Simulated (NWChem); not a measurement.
SiP₂H₆; SMILES P[SiH2]P

```xyz
9

Si     0.0000     0.0000    -0.8153
P     -1.9727     0.0000     0.3365
P      1.9727     0.0000     0.3365
H      0.0000     1.2186    -1.7002
H      0.0000    -1.2186    -1.7002
H     -1.5403    -1.0441     1.2322
H     -1.5403     1.0441     1.2322
H      1.5403     1.0441     1.2322
H      1.5403    -1.0441     1.2322
```
Atoms are numbered in this order, from 1.

Level: PBE-D3(BJ)/def2-SVP (NWChem), optimised geometry, unscaled harmonic frequencies. 

```csv
frequency (cm⁻¹),IR intensity (km/mol)
127,0.0
132,3.5
162,9.8
344,16.3
382,3.6
469,8.8
543,0.0
555,40.8
667,0.9
746,0.6
797,0.0
805,112.6
869,57.4
1044,0.4
1048,30.0
2151,74.3
2162,69.1
2309,1.7
2311,58.1
2327,0.0
2329,89.0
```

```
Property                                                                            Value
-----------------------------------------------------------------------  ----------------
zero-point energy                                                           31.8 kcal/mol
thermal correction to the enthalpy at 298.15 K (with zero-point energy)     36.6 kcal/mol
heat capacity Cv                                                         22.5 cal/(mol K)
entropy at 298.15 K and 1 atm (symmetry number 2)                        78.5 cal/(mol K)
dipole moment                                                                      0.98 D
```

Rigid rotor and harmonic oscillator.
